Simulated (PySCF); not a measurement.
Compound: C₆H₁₀NSi (doublet state).
Cartesian coordinates in Å at the GFN2-xTB level; atoms count from 1:
```xyz
18
C6H10NSi angstrom
C      2.5711   -0.2735   -0.9816
C      1.7365   -0.1374   -0.1339
C      0.6937   -0.0777    0.8776
N      0.0533   -1.3707    1.0640
Si    -1.2413   -1.6675   -0.0266
C     -1.2718    0.1431   -0.6043
C     -0.4424    0.8906    0.4756
C      0.0170    2.1921   -0.0110
H      3.3112   -0.3600   -1.7208
H      1.1422    0.2528    1.8253
H      0.6611   -2.0793    1.4405
H     -0.9734   -2.5847   -1.1398
H     -2.4112   -2.0877    0.7470
H     -0.7784    0.2493   -1.5708
H     -2.2594    0.5891   -0.6925
H     -1.0881    1.0114    1.3518
H      0.8564    2.2471   -0.6777
H     -0.5851    3.0693    0.1256
```

The hyperfine couplings belong to this conformer and change with its torsions.

As a line formula: `C#C[C@H]1[C@H](C[SiH2]N1)[CH2]` [radical].

The calculation used UKS B3LYP, pcH-1 on C H N Si, non-relativistic, mean-field spin-orbit, GIAO in PySCF. Isolated species at its GFN2-xTB geometry (one conformer only). The geometry wasn't refined by DFT: couplings that depend on bond lengths, twists or pyramidal angles can differ widely from those at the functional's own minimum. The SCF solution wasn't tested for stability.

What is the g tensor, term by term?

```tsv
Δg (ppm)	1	2	3
relativistic mass correction	-144	-144	-144
gauge correction	7	36	26
orbital Zeeman/spin–orbit	18	537	563
total	-120	429	446
```

So g = 2.00220, 2.00275, 2.00276 and g_iso = 2.00257; the tensor is close to axial: the two nearest values differ by 3 % of g3 − g1. 

How much does each term add to the isotropic shift?

The orbital-Zeeman/spin–orbit term 372, the mass correction -144 and the gauge correction 23 ppm, for a total of 252 ppm. The orbital-Zeeman/spin–orbit term is the largest in size. The mass correction is the same along every axis, so the anisotropy comes from the other two: their spans along these axes are 30 (gauge) and 546 ppm (orbital Zeeman/spin–orbit).

What are the electron Larmor frequencies g μB B/h along the three axes at 3350 mT?

93.8780, 93.9037, 93.9045 GHz for g1, g2 and g3, a range of 26.5 MHz.

At 9.538 GHz, how far is the centre of the isotropic spectrum from where a free electron (g = 2.002319) resonates?

B = hν/(g μB) with μB/h = 13.99624 MHz/mT gives 340.34 mT for the free electron and 340.30 mT at g_iso, 0.04 mT lower.

In a frozen sample, at which fields do the three g values resonate at 9.5, 34, 94 and 263 GHz (hyperfine left aside), and which band first spreads them over more than twice a line width of 1.0 mT?

```tsv
band	GHz	B(g3) mT	B(g2) mT	B(g1) mT	spread mT
X	9.5	338.91	338.91	339.00	0.10
Q	34.0	1212.93	1212.94	1213.28	0.34
W	94.0	3353.41	3353.44	3354.35	0.95
J	263.0	9382.41	9382.48	9385.05	2.65
```

The spread grows in proportion to the frequency. J band is the first where it exceeds 2.0 mT.

The Mulliken spin populations are largest on C8 (+1.07) and C7 (-0.09). No atom but C8 exceeds +0.15. The positive populations add up to 1.18 and the negative ones to -0.18, together 2S = 1. The angles at C8 add up to 358.9°, so it is planar; its axial dipolar tensor and the negative couplings of its protons fit spin in a p orbital normal to that plane.

The HOMO–LUMO gaps are 5.98 eV among the α and 4.95 eV among the β orbitals.

On an Arm Neoverse V1 with one thread, shared host with 64 logical CPUs at a one-minute load of 25, this took 1.9 min wall (with the writing of density and orbital grids) and 1.1 GiB of memory at its peak.
